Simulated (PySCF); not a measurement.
B3LYP has the VWN-RPA correlation part, as in Gaussian. Excitations are Tamm–Dancoff values on a coarser integration grid. The basis has no diffuse functions, so Rydberg states are missing or too high.

Cartesian coordinates (Å):
```xyz
8

C     -1.4120    -0.4935     0.1944
N     -0.2558    -0.6808     0.6553
C      0.7153     0.3019     0.4649
O      0.6786     1.4108     0.9239
O      1.7405    -0.1890    -0.2400
H     -2.1836    -1.2350     0.3949
H     -1.6887     0.3834    -0.3991
H      2.3965     0.5187    -0.2931
```
Charge 0, multiplicity 1.

What is the computed T1 excitation (TDA), LUMO, S1–T1 gap (TDA), total energy and HOMO (PySCF with B3LYP-D3(BJ)/def2-TZVP // PBE0-D4/def2-TZVP)?


* **T1 excitation (TDA)**: 3.96 eV
* **LUMO**: -1.72 eV
* **S1–T1 gap (TDA)**: 0.65 eV
* **total energy**: -283.3346 Ha
* **HOMO**: -7.74 eV
